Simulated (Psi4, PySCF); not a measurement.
C₂H, charge -1, singlet, geometry from GFN2-xTB (in this run its highest filled SCF level lies above zero, so its values depend strongly on the basis, on diffuse functions most of all). Base run: PBE/aug-cc-pVDZ, TDA (PySCF).

Input for PySCF:
```python
from pyscf import gto, scf, dft, tdscf

mol = gto.M(
    atom='''
C    -0.00000000   -0.00000000   -0.47996454
C     0.00000000    0.00000000    0.74605881
H    -0.00000000   -0.00000000   -1.59656562
''',
    basis='aug-cc-pvdz',
    charge=-1,
    verbose=4,
)

mf = dft.RKS(mol)
mf.xc = 'pbe'
mf.kernel()
td = mf.TDA()
td.nstates = 5
td.kernel()
td.analyze()
```

Programs used: Psi4, PySCF; a row that names a program was run with it.

Each row names what was changed in the base input (with any setting that the change needs).

```csv
change,first excitation (eV),oscillator strength of the first,second (eV)
base,2.80,0.022,3.13
code = psi4,2.80,0.022,3.13
functional = bhandhlyp,3.88,0.036,3.88
nstates = 10,2.80,0.022,3.13
nstates = 15,2.80,0.022,3.13
states = triplets,2.64,-,3.08
guess vectors = 13 for 5 states,2.80,0.022,3.13
functional = hf,4.27,0.044,4.27
basis = 6-31G*,6.49,0.057,7.04
basis = def2-TZVP,5.37,0.050,5.85
basis = cc-pVDZ,5.67,0.067,6.10
```

An iterative solver can miss low states, so a row lists the states that it found.
